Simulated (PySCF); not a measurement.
C5H8S2Si.
Structure used (GFN2-xTB), in Å, numbered top down from 1:
```xyz
16
C5H8S2Si angstrom
Si    -2.529    0.592    0.552
S     -2.021   -1.099   -0.666
C     -0.482   -1.695    0.163
C      0.565   -0.655    0.209
C      1.305   -0.157   -0.819
C      2.192    0.867   -0.418
C      2.113    1.136    0.909
S      0.952    0.145    1.701
H     -1.608    1.685    0.260
H     -2.420    0.168    1.943
H     -3.889    0.885    0.141
H     -0.169   -2.549   -0.439
H     -0.758   -2.032    1.161
H      1.214   -0.510   -1.831
H      2.859    1.375   -1.091
H      2.667    1.853    1.481
```

Computed with TDDFT PBE0/def2-SVPD, vertical, gas phase, core orbitals frozen in the response in PySCF 2.14.0, density-fitted response routines.

Kohn–Sham orbitals with the atoms that hold most of them (Löwdin shares over 4%, at most four atoms; ? is withheld):

```tsv
orbital	ε (eV)	atoms
LUMO+2	0.35	S8 29%, S2 25%, Si1 9%, C3 8%
LUMO+1	0.01	Si1 22%, S8 21%, S2 18%, H10 8%
LUMO	-0.81	S8 20%, C4 18%, C7 17%, C5 12%
HOMO	?	?
HOMO-1	-7.13	?
HOMO-2	-7.50	S8 40%, C5 18%, C6 15%, C4 9%
HOMO-3	-8.61	S2 56%, Si1 16%, C3 10%
```

(1) Give the leading atoms of the HOMO-1.

(2) Which atoms hold the HOMO, and with what shares?

(3) What is the HOMO energy, and the HOMO–LUMO gap?

Answers

(1) S2 (bonded to C and Si) 36%; C7 (bonded to C, S and H) 12%; C4 (bonded to 2 C and S) 11%; C6 (bonded to 2 C and H) 10%. By element: sulfur 36% or more, carbon 33% or more.

(2) S2 (bonded to C and Si) 40%; C4 (bonded to 2 C and S) 15%; C7 (bonded to C, S and H) 14%; C5 (bonded to 2 C and H) 10%. By element: sulfur 40% or more, carbon 39% or more.

(3) ε(HOMO) = -6.58 eV; the gap is 5.78 eV (0.2123 hartree).

Task: The HOMO–LUMO gap is 5.78 eV. Where does the response calculation put the lowest singlet, and from which orbitals?

Result: S1 is at 4.85 eV (f = 0.065), 0.92 eV below the gap, made of HOMO→LUMO (82%), HOMO-1→LUMO (12%). Without the coupling terms of the response equations the lowest excitation would equal the gap.

Task: One configuration dominates each of S1, S2 and S3. Which, and how do the shares of the two leading atoms of either orbital change from the occupied to the empty one?

Result: 
- S1 (4.85 eV, f 0.065), HOMO→LUMO (82%): S2 40% → at most 13%, C4 15% → 18%, S8 at most 10% → 20%
- S2 (5.37 eV, f 0.031), HOMO→LUMO+1 (80%): S2 40% → 18%, C4 15% → at most 9%, Si1 at most 10% → 22%, S8 at most 10% → 21%
- S3 (5.46 eV, f 0.104), HOMO-1→LUMO (79%): S2 36% → at most 13%, C7 12% → 17%, S8 at most 11% → 20%, C4 11% → 18%

Löwdin shares depend on the basis, the more so with diffuse functions.

One conformer stands for the species.
